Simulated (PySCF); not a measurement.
# How methods differ on the excitation energy of Kr

Kr [Kr] (1S) → Kr [Ar] 3d10 4s1 4p6 5s1 (3S), as a difference of total energies. Calculation: PySCF 2.14, in aug-cc-pVQZ-PP with one added diffuse shell each of s, p, d, f, g type with ECP10MDF (8s7p6d4f3g, 114 functions); scalar relativity through the core potential. Correlated levels: valence: 3s2 3p6 3d10 frozen. The calculations carry no spin-orbit coupling.

| method | excitation energy (eV) |
| --- | --- |
| UHF | 27.155 |
| LDA | 24.424 |
| PBE | 24.269 |
| PBE0 | 25.235 |
| r2SCAN | 25.284 |
| BP86 | 24.337 |
| BHandHLYP | 26.065 |
| MN15 | 24.541 |
| MP2 (valence) | 26.440 |
| SCS-MP2 (valence) | 26.357 |

**Question.** How much does correlation contribute at MP2 (valence)?

**Answer.** 26.440 − (27.155) = -0.715 eV, measured against UHF.

The upper state lies above the first ionisation limit, where it may autoionise and the basis confines it. A Rydberg-like electron needs more diffuse functions than a valence basis has.

The promoted electron is Rydberg-like, and one or two diffuse shells describe it only roughly, which tends to raise the upper state.
